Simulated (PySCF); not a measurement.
Species: C8H8N (doublet state).
SMILES with atom numbers: `[CH2:1][C@@H:2]1[CH:3]=[CH:4][C:5]([CH2:6][C:7]#[N:8])=[CH:9]1` (hydrogens: H10, H11 on C1; H12 on C2; H13 on C3; H14 on C4; H15, H16 on C6; H17 on C9)

Geometry (GFN2-xTB, Å), atoms numbered from 1 in this order:
```xyz
17
C8H8N angstrom
C     -2.629   -0.482   -0.252
C     -1.562    0.127    0.567
C     -0.957    1.302   -0.174
C      0.345    1.079   -0.382
C      0.716   -0.200    0.201
C      2.114   -0.744    0.167
C      2.970    0.076    0.989
N      3.628    0.741    1.645
C     -0.368   -0.760    0.757
H     -3.646   -0.162   -0.148
H     -2.362   -1.090   -1.094
H     -1.965    0.462    1.529
H     -1.543    2.142   -0.493
H      1.041    1.730   -0.882
H      2.505   -0.731   -0.856
H      2.137   -1.769    0.545
H     -0.431   -1.708    1.259
```

The hyperfine couplings belong to this conformer and change with its torsions.

Computed, not measured: UKS B3LYP, pcH-1 on C H N, non-relativistic, mean-field spin-orbit, GIAO (PySCF). One conformer (not necessarily the lowest) at the GFN2-xTB geometry, without solvent, vibrations or thermal averaging. A GFN2-xTB geometry isn't a minimum of the functional, and hyperfine couplings can be far from their values at a DFT geometry. The SCF solution wasn't tested for stability.

Task: What is the g tensor, term by term?

Result: 
```
                    Δg (ppm)     1     2     3
relativistic mass correction  -146  -146  -146
            gauge correction     9    39    18
   orbital Zeeman/spin–orbit   -30   492   723
                       total  -167   386   595
```

So g = 2.00215, 2.00270, 2.00291 and g_iso = 2.00259; the tensor is rhombic: the two nearest values differ by 28 % of g3 − g1. Axes: g3 points within 5° of the C1–H11 bond.

Task: What effective moment and Curie constant follow for a powder?

Result: With the mean of g² = 4.0104 and S(S+1) = 0.75: μ_eff = √(⟨g²⟩S(S+1)) = 1.734 μB and χT = 0.12505·⟨g²⟩·S(S+1) = 0.376 cm³ K/mol (cgs; spin-Hamiltonian part alone).

Task: Average each term over the three axes. Which is largest in size?

Result: The orbital-Zeeman/spin–orbit term 395, the mass correction -146 and the gauge correction 22 ppm, for a total of 271 ppm. The orbital-Zeeman/spin–orbit term is the largest in size. The mass correction is the same along every axis, so the anisotropy comes from the other two: their spans along these axes are 31 (gauge) and 753 ppm (orbital Zeeman/spin–orbit).

Task: At 93.698 GHz, how far is the centre of the isotropic spectrum from where a free electron (g = 2.002319) resonates?

Result: B = hν/(g μB) with μB/h = 13.99624 MHz/mT gives 3343.38 mT for the free electron and 3342.92 mT at g_iso, 0.45 mT lower.

Task: In a frozen sample, at which fields do the three g values resonate at 9.5, 34, 94 and 263 GHz (hyperfine left aside), and which band first spreads them over more than twice a line width of 0.3 mT?

Result: 
```json
{"band": "X", "GHz": "9.5", "B(g3) mT": "338.88", "B(g2) mT": "338.92", "B(g1) mT": "339.01", "spread mT": "0.13"}
{"band": "Q", "GHz": "34.0", "B(g3) mT": "1212.84", "B(g2) mT": "1212.97", "B(g1) mT": "1213.31", "spread mT": "0.46"}
{"band": "W", "GHz": "94.0", "B(g3) mT": "3353.16", "B(g2) mT": "3353.51", "B(g1) mT": "3354.43", "spread mT": "1.28"}
{"band": "J", "GHz": "263.0", "B(g3) mT": "9381.71", "B(g2) mT": "9382.69", "B(g1) mT": "9385.28", "spread mT": "3.57"}
```

The spread grows in proportion to the frequency. W band is the first where it exceeds 0.6 mT.

The largest Mulliken spin populations are on C1 (+1.06) and C2 (-0.07). C1 is the only atom above +0.15. The positive populations add up to 1.17 and the negative ones to -0.17, together 2S = 1. The angles at C1 add up to 358.7°, so it is planar; its axial dipolar tensor and the negative couplings of its protons fit spin in a p orbital normal to that plane.

The HOMO–LUMO gaps are 4.52 eV among the α and 4.67 eV among the β orbitals.
